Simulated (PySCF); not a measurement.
Species: C3H6FNSi.
SMILES with atom numbers: `[CH2:1]=[N:2]/[CH:3]=[CH:4]\[SiH2:5][F:6]` (hydrogens: H7, H8 on C1; H9 on C3; H10 on C4; H11, H12 on Si5)

Structure used (PBE0-D3(BJ)/def2-SVP), in Å, numbered top down from 1:
```
atom  x, y, z in Å
C1     2.059   -1.029   -0.512
N2     0.863   -0.649   -0.319
C3     0.563    0.711   -0.262
C4    -0.719    1.050   -0.056
Si5   -1.934   -0.360    0.123
F6    -3.401    0.322    0.360
H7     2.283   -2.102   -0.555
H8     2.902   -0.323   -0.641
H9     1.382    1.440   -0.386
H10   -1.009    2.104   -0.001
H11   -2.043   -1.178   -1.115
H12   -1.658   -1.199    1.320
```

Method: PySCF 2.14.0, PBE0-D3(BJ)/def2-SVP geometry optimisation, gas phase.

Take the most abundant isotopes and a rigid rotor. The values belong to one conformer with, in the numbering `[CH2:1]=[N:2]/[CH:3]=[CH:4]\[SiH2:5][F:6]`, C1–N2–C3–C4 180°, C3–C4–Si5–F6 180°.

Q: What are A, B and C (MHz)?

A: Ia = 53.66, Ib = 372.73, Ic = 420.26 u·Å²; 505379 MHz·u·Å²/I gives A = 9419, B = 1356, C = 1203 MHz.

Q: Classify the top.

A: A near-prolate asymmetric top. Ray's parameter κ = (2B − A − C)/(A − C) = -0.963; −1 is the prolate and +1 the oblate limit.

Q: Is it planar, by Δ = Ic − Ia − Ib?

A: Not planar: Δ = Ic − Ia − Ib = -6.13 u·Å². For a rigid frame Δ = −2 Σ m c², so Σ m c² = 3.06 u·Å² lies off the ab plane, practically all of it from hydrogen. The atom farthest from that plane is 1.23 Å away.

Q: Give the other two planar moments, Paa and Pbb, and the rms extents of the mass along the axes.

A: Paa = Σ m a² = (Ib + Ic − Ia)/2 = 369.67 and Pbb = Σ m b² = (Ia + Ic − Ib)/2 = 50.59 u·Å². With the mass M = 103.03 u, the rms extents √(P/M) along a, b and c are 1.89, 0.70, 0.17 Å.

Q: Which types of transition are allowed, and where do some lines up to J = 5 fall?

A: The dipole components are |μa| = 3.73 D, |μb| = 0.81 D, |μc| = 0.00 D; the mirror of this Cs structure is the ab plane, so μc vanishes by symmetry and there are no c-type lines. Intensities carry the squares of the components, which stand as 1.00 : 0.05 (a : b). Some of the stronger lines:

```csv
type,branch,"J(Ka,Kc)",MHz,lower level (cm⁻¹)
a,Q,"2(1,1) ← 2(1,2)",460,0.520
a,Q,"3(1,2) ← 3(1,3)",920,0.768
a,Q,"4(1,3) ← 4(1,4)",1533,1.099
a,Q,"5(1,4) ← 5(1,5)",2300,1.513
a,R,"1(0,1) ← 0(0,0)",2558,0.000
a,R,"2(0,2) ← 1(0,1)",5115,0.085
a,R,"3(0,3) ← 2(0,2)",7667,0.256
a,R,"3(2,2) ← 2(2,1)",7675,1.342
a,R,"3(1,2) ← 2(1,1)",7904,0.535
a,R,"4(1,4) ← 3(1,3)",9923,0.768
a,R,"4(0,4) ← 3(0,3)",10212,0.512
a,R,"4(3,2) ← 3(3,1)",10238,2.956
a,R,"4(3,1) ← 3(3,0)",10238,2.956
a,R,"4(2,2) ← 3(2,1)",10254,1.598
a,R,"4(1,3) ← 3(1,2)",10536,0.799
a,R,"5(1,5) ← 4(1,4)",12399,1.099
a,R,"5(0,5) ← 4(0,4)",12749,0.852
a,R,"5(4,2) ← 4(4,1)",12797,5.198
a,R,"5(4,1) ← 4(4,0)",12797,5.198
a,R,"5(3,2) ← 4(3,1)",12800,3.297
a,R,"5(2,3) ← 4(2,2)",12830,1.940
a,R,"5(1,4) ← 4(1,3)",13166,1.150
```

Q: Estimate the classical rotational partition function at 10 K, 100 K and 298.15 K.

A: Point group Cs, symmetry number σ = 1; q = (√π/σ)·√((kT/h)³/(ABC)), k/h = 20836.6 MHz/K: 1360 at 10 K, 43000 at 100 K, 221000 at 298.15 K.

No PBE0-D3(BJ)/def2-SVP frequencies stand behind this structure, so it isn't proved a minimum. These are rigid-rotor constants of the computed structure; measured ground-state constants (B0) also hold zero-point vibration. Quadrupole hyperfine structure (14N) is left out.
